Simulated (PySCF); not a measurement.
H₇BrGeSi₂, SMILES [SiH2]([SiH2][GeH3])Br at its GFN2-xTB optimised geometry (Å):

```
11

Ge     2.3598    -0.8440     0.0000
Si     0.0266    -0.8440     0.0000
Si    -0.7895     1.3276     0.0000
Br    -3.0098     1.2787     0.2152
H      3.0098    -2.1796    -0.1820
H      2.9867    -0.3081     1.2529
H      2.9780     0.0019    -1.0753
H     -0.4727    -1.5613    -1.1798
H     -0.4727    -1.5707     1.1737
H     -0.6095     2.0928    -1.2323
H     -0.3829     2.1796     1.1161
```

Calculation: PySCF with PBE/def2-TZVP.

Map of the Laplacian of the electron density (e/bohr⁵), clipped to [-1.50, 1.50] on the plane z = 0.6 Å:

```
|.............................|
|.............................|
|.............................|
|.............................|
|.............................|
|.............................|
|.............................|
|.............................|
|.....:::.....................|
|....:...::..  ...............|
|....:+@@...-#:...............|
|....:@@@:..-@-...............|
|....:.@@.:..:................|
|.....:..:....................|
|....................:........|
|..............-:...=@-.......|
|.............-@=..:@@@:......|
|..............=:...*@*:......|
|............. .....:::.......|
|.............................|
|.............................|
|.............................|
|.............................|
|.............................|
|.............................|
|.............................|
|.............................|
|.............................|
|.............................|
```
Scale: ten equal steps from -0.289 (start of ' ') to 1.50 (end of '@'), in the order ' .:-=+*#%@'; x runs from -5.50 to 5.50, y from -5.50 (bottom) to 5.50 (top).
